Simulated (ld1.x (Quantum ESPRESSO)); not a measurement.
What one change does to a pseudopotential (germanium (Ge), TM)

| Item | Value |
| --- | --- |
| Element | Ge (Z = 32) |
| Generator | ld1.x (Quantum ESPRESSO) 7.5 |
| Type | norm-conserving Troullier–Martins (Kleinman–Bylander form) |
| Functional | PBE |
| Relativity | scalar-relativistic |
| Frozen core | [Ar] 3d10 |
| Valence charge | 4 |
| Reference configuration | 4s2 4p2 |
| Partial waves | 4s (bound): rc 1.75 bohr; 4p (bound): rc 2.35 bohr; 4d channel at 0.2 Ry: rc 2.25 bohr |
| Local potential | all-electron potential smoothed inside 2.00 bohr (lloc = -1) |
| Core correction | none |

Change: core correction a·sin(br)/r model core inside 2.00 bohr.

Cutoffs: the cutoffs (Ry, on a coarse ladder) from which the occupation-weighted sum of valence levels, in a spherical-Bessel basis at the reference potential, stays within 10 and 1 mRy of its value at 400 Ry; they do not see the model core or the augmentation charge, which bear on the density cutoff. Errors are all-electron minus pseudo energies relative to the spin-unpolarised reference configuration.

Task: Predict the effect on cutoff, ghosts and configuration errors.

Result: The potential gets neither clearly harder nor softer (18 Ry and 40 Ry → 18 Ry and 40 Ry); of the 7 tests that both files solve, the error grows in 5 and shrinks in 1 by more than 15 % and 0.3 meV (median size 6.9 → 7.9 meV); neither file shows a bound ghost. A model core, the more so a compact one, raises the density cutoff, which this test does not measure.

| quantity | base | changed |
| --- | --- | --- |
| cutoff, loose | 18 Ry | 18 Ry |
| cutoff, tight | 40 Ry | 40 Ry |
| bound ghosts | none | none |
| error for 4s2 4p1, meV [ΔE 7.44 eV] | -2.3 | -7.9 |
| error for 4s2 4p0, meV [ΔE 22.88 eV] | -6.9 | -63 |
| error for 4s1 4p0, meV [ΔE 57.67 eV] | +77 | -237 |
| error for 4s1 4p2, meV [ΔE 16.16 eV] | +8.2 | -15 |
| error for 4s2 4p1.5, meV [ΔE 2.80 eV] | -0.5 | -1.4 |
| error for 4s1 4p3, meV [ΔE 7.97 eV] | +11 | -0.6 |
| error for 4s2 4p2.3, meV [ΔE -0.88 eV] | +0.1 | -0.1 |
| s: phases at 2.56 bohr within 0.05 rad from the reference energy up to (Ry; the scan ends near 5) | 2.0 | 2.0 |
| p: phases at 2.56 bohr within 0.05 rad from the reference energy up to (Ry; the scan ends near 5) | 2.8 | 2.8 |
| d: phases at 2.56 bohr within 0.05 rad from the reference energy up to (Ry; the scan ends near 5) | 0.9 | 0.9 |
